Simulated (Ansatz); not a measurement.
`C[SiH2]C(C)=S` → `CC=S` + `C[SiH]` at 298.15 K and 1 bar (silylene formation by 1,1-elimination).

Computed with Ansatz on PBE0-D4/def2-TZVP structures; ΔE is electronic, products minus reactants. CCSD(T)/CBS is the MP2 limit (def2-TZVPP, def2-QZVPP) plus CCSD(T) − MP2 in def2-TZVPP, frozen cores. This one scheme is used for every species. One conformer a species, not always the lowest.

| species | CCSD(T)/CBS energy (Eh) | H − E (kJ/mol) | S (J/(mol·K)) |
| --- | --- | --- | --- |
| `C[SiH2]C(C)=S` | -805.81723 | 280.5 | 372.7 |
| `CC=S` | -476.26007 | 153.8 | 272.4 |
| `C[SiH]` | -329.46712 | 122.3 | 261.2 |

H − E and S are ideal-gas, rigid-rotor, harmonic terms from PBE0-D4/def2-TZVP, for one conformer and one mirror image of each species. 1 Eh = 2625.50 kJ/mol, R = 8.31446 J/(mol·K).

Question: By hand: ΔE, ΔH, ΔS and ΔG.

Answer: ΔE = (-476.26007) + (-329.46712) − (-805.81723) = 0.09004 Eh = 236.4 kJ/mol. Δ(H − E) = 153.8 + 122.3 − 280.5 = -4.4, so ΔH = 232.0 kJ/mol. ΔS = 272.4 + 261.2 − 372.7 = 160.9 J/(mol·K). ΔG = 232.0 − 298.15 × (160.9)/1000 = 184.0 kJ/mol.

Question: By hand: the equilibrium constant, and the temperature at which ΔG would vanish if ΔH and ΔS stayed fixed.

Answer: log₁₀ K = −ΔG/(RT ln 10) = -32.2. ΔG = 0 at ΔH/ΔS = 1442 K.

The number of gas molecules changes by +1, which sets the sign of ΔS. A doubt of 5 kJ/mol in ΔE shifts log₁₀ K by 0.9 here. Other conformers and mirror images would add mixing entropy, several J/(mol·K) or more a flexible species. Modes under 60 cm⁻¹, often nearly free rotors, make the harmonic entropy too high. These are equilibria of isolated gas molecules and say nothing of rates. Largest T1 diagnostic: 0.016 (customary marks: 0.02 for closed shells, 0.045 for open ones).
